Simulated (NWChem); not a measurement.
CH$_{5}$NO$_{2}$Si; SMILES [SiH]1(N)OCO1

```xyz
10

N      0.0545    -1.9238     0.4564
Si     0.0645    -0.4592    -0.4125
O      1.0926     0.7987     0.1329
C     -0.0691     1.6193     0.3050
O     -1.1266     0.7131    -0.0343
H     -0.0291    -1.9858     1.4722
H      0.1247    -2.8338     0.0002
H      0.1913    -0.8441    -1.8519
H     -0.0514     2.4961    -0.3855
H     -0.1628     1.9746     1.3594
```
Atoms are numbered in this order, from 1.

All runs: NWChem. Structure relaxed at the PBE-D3(BJ)/def2-SVP level. Level: M06-2X/def2-SVP with SMD (1 M gas to 1 M solution), gas-phase geometry. Reactions with the solvent are ignored.

```
solvent                dielectric constant  solvation free energy (kcal/mol)  cavity-dispersion-structure term (kcal/mol)  dipole in solution (D)
---------------------  -------------------  --------------------------------  -------------------------------------------  ----------------------
water                                 78.4                              -7.4                                          3.1                    2.44
1,4-dioxane                           2.21                              -3.3                                          0.1                    2.22
methanol                              32.6                              -7.9                                          2.4                    2.44
dichloromethane                       8.93                              -5.6                                          0.6                    2.35
chloroform                            4.71                                 …                                          0.8                    2.31
n-hexane                              1.88                              -3.0                                         -0.1                    2.19
N,N-dimethylformamide                 37.2                              -6.1                                          0.1                    2.38
```

Question: Some entries are withheld; supply them.

Answer: 
- chloroform, solvation free energy (kcal/mol): -5.0
